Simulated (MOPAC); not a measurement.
MOPAC input (PM7):

```
PM7 PRECISE GNORM=0.05 LET XYZ CHARGE=-1 GEO-OK AUX(PRECISION=9) THREADS=1
NO3

O     0.01915100 1   -0.02033200 1   -1.25607700 1
N    -0.00000000 1    0.00000000 1   -0.00000000 1
O     1.04214300 1    0.28880200 1    0.63956300 1
O    -1.06129300 1   -0.26847000 1    0.61651400 1
```

From the output:

```
                                                       MOPAC v23.2.5 Linux

          FINAL HEAT OF FORMATION =        -81.52536 KCAL/MOL =    -341.10210 KJ/MOL

          COSMO AREA              =         75.94 SQUARE ANGSTROMS
          COSMO VOLUME            =         56.25 CUBIC ANGSTROMS

          GRADIENT NORM           =          0.04731          =       0.02365 PER ATOM
          IONIZATION POTENTIAL    =          5.248783 EV
          HOMO LUMO ENERGIES (EV) =         -5.249  6.728
          NO. OF FILLED LEVELS    =         12
          MOLECULAR WEIGHT        =         62.0049         POINT GROUP:  D3h

          MOLECULAR DIMENSIONS (Angstroms)

            Atom       Atom       Distance
            O     4    O     1     2.15736
            O     3    O     1     1.86826
            O     3    N     2     0.00002

          SCF CALCULATIONS        =         11

   ATOM   CHEMICAL          X               Y               Z
  NUMBER   SYMBOL      (ANGSTROMS)     (ANGSTROMS)     (ANGSTROMS)

     1       O          0.01902709  *  -0.02015029  *  -1.24521107  *
     2       N         -0.00002956  *   0.00000897  *   0.00000251  *
     3       O          1.03313964  *   0.28630097  *   0.63400023  *
     4       O         -1.05213807  *  -0.26615908  *   0.61120850  *

                             CARTESIAN COORDINATES

   1    O        0.019027088    -0.020150288    -1.245211071
   2    N       -0.000029561     0.000008975     0.000002508
   3    O        1.033139641     0.286300972     0.634000227
   4    O       -1.052138071    -0.266159082     0.611208498

           Empirical Formula: N O3  =     4 atoms

      MOLECULAR POINT GROUP   :   D3h

                  EIGENVALUES
 -30.00408 -23.25607 -23.25554 -16.93753 -11.95928 -11.95916 -11.28424  -5.64408
  -5.64394  -5.61976  -5.61963  -5.24878   6.72841   7.05058  11.19934  11.19965

              NET ATOMIC CHARGES AND DIPOLE CONTRIBUTIONS

  ATOM NO.   TYPE          CHARGE      No. of ELECS.   s-Pop       p-Pop
    1          O          -0.631722        6.6317     1.94411     4.68761
    2          N           0.895180        4.1048     1.40580     2.69902
    3          O          -0.631735        6.6317     1.94411     4.68762
    4          O          -0.631723        6.6317     1.94412     4.68761
 DIPOLE           X         Y         Z       TOTAL
 POINT-CHG.    -0.000     0.000    -0.000     0.000
 HYBRID         0.000    -0.000    -0.000     0.000
 SUM           -0.000     0.000    -0.000     0.000

          ATOMIC ORBITAL ELECTRON POPULATIONS

     Atom    s        px        py        pz
    1  O   1.94411   1.92224   1.72618   1.03919
    2  N   1.40580   0.91348   0.86870   0.91684
    3  O   1.94411   1.30428   1.67896   1.70438
    4  O   1.94412   1.28141   1.68540   1.72079

 **********************
 *                    *
 * JOB ENDED NORMALLY *
 *                    *
 **********************

 == MOPAC DONE ==
```

The dipole moment of an ion depends on the origin.

The geometry given is a B3LYP-D3(BJ)/def2-TZVP minimum.
